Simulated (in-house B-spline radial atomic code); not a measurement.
LC-wPBE excitations of N⁵⁺

Method: LC-wPBE. Computed with a B-spline radial code for spherical atoms: linear response of the closed shell 1s2 with the functional's adiabatic kernel; scalar-relativistic (spin-free one-electron X2C), finite nucleus, no spin-orbit coupling, no double excitations, S, P, D and F terms only.

Command:
```bash
python run_td.py task.json out
```
Settings (radii: box in bohr, nucleus in fm):
```
Z                        7
electrons                2
configuration            1s2
hamiltonian              x2c
method                   lc_wpbe
box_radius               16.35
rms_radius               2.5582
intervals                73
```

Time taken, with all properties: 0.4 s on 1 thread of Arm Neoverse N1 (shared host).

The lowest states, in the order of their Tamm-Dancoff energies; the method's threshold (minus the highest occupied level) is 517.44 eV. Labels give the largest channel, * marks a mixed state, and oscillator strengths are full-response dipole values. Semilocal kernels can invert the small singlet-triplet splittings of Rydberg terms. Energies in eV:

```csv
state,full response,Tamm-Dancoff,oscillator strength
1s → 2s 3S,?,?,-
1s → 2s 1S,?,?,-
1s → 2p 3P,411.04,411.06,-
1s → 2p 1P,414.95,414.97,0.576
1s → 3s 3S,465.53,465.53,-
1s → 3s 1S,467.10,467.13,-
1s → 3p 3P,467.71,467.72,-
1s → 3p 1P,468.79,468.80,0.131
1s → 3d 3D,469.36,469.36,-
1s → 3d 1D,469.39,469.39,-
```

(1) Where does 1s → 2s 3S lie?

(2) Where does 1s → 2s 1S lie?

(3) How large is the singlet-triplet splitting of 1s → 2s (S terms) in Tamm-Dancoff?

(4) What polarisabilities and dispersion coefficient does the method give?

## Answers

(1) At 403.18 eV in full response, 403.20 eV in Tamm-Dancoff.

(2) At 409.12 eV in full response, 409.22 eV in Tamm-Dancoff.

(3) 6.02 eV, from the unrounded values.

(4) Dipole 0.004785 bohr³, quadrupole 0.0004098 bohr⁵, C6 0.0003125 hartree·bohr⁶ for two such species.
